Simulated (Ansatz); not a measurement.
`CCC1=NC1` and `[InH2][C]1=NC1` differ in one atom or group.

Ansatz, PBE0-D4/def2-TZVP geometries, multiplicity 1. Each molecule was computed in one conformer, which needn't be the lowest.

Elements past krypton have def2 core potentials.

```csv
property,`CCC1=NC1`
LUMO energy (ωB97M-V/def2-TZVPP) / eV,2.10
LUMO energy (B3LYP/def2-TZVPP) / eV,-0.31
size of the dipole moment (ωB97M-V/def2-TZVPP) / D,2.84
HOMO–LUMO gap (ωB97M-V/def2-TZVPP) / eV,11.98
size of the dipole moment (PBE/def2-TZVPP) / D,2.76
LUMO energy (PBE0/def2-TZVPP) / eV,-0.03
```

Question: What does the change do to each property? (Estimate.)

Answer: Computed: 
```csv
property,`[InH2][C]1=NC1`,shift
LUMO energy (ωB97M-V/def2-TZVPP) / eV,-0.66,-2.76
LUMO energy (B3LYP/def2-TZVPP) / eV,-2.45,-2.14
size of the dipole moment (ωB97M-V/def2-TZVPP) / D,2.70,-0.14
HOMO–LUMO gap (ωB97M-V/def2-TZVPP) / eV,8.53,-3.45
size of the dipole moment (PBE/def2-TZVPP) / D,2.40,-0.36
LUMO energy (PBE0/def2-TZVPP) / eV,-2.14,-2.11
```

With PBE0 the HOMO rises by 0.56 eV and the LUMO falls by 2.11 eV, so the gap narrows by about 2.67 eV. PBE moves the HOMO by 0.39 eV and ωB97M-V by 0.69 eV. The zero-point energy changes by -145.9 kJ/mol with -12 modes. Dipoles are sizes alone; their direction can turn.

B3LYP here is the variant with VWN-RPA as its local correlation; programs differ in this.
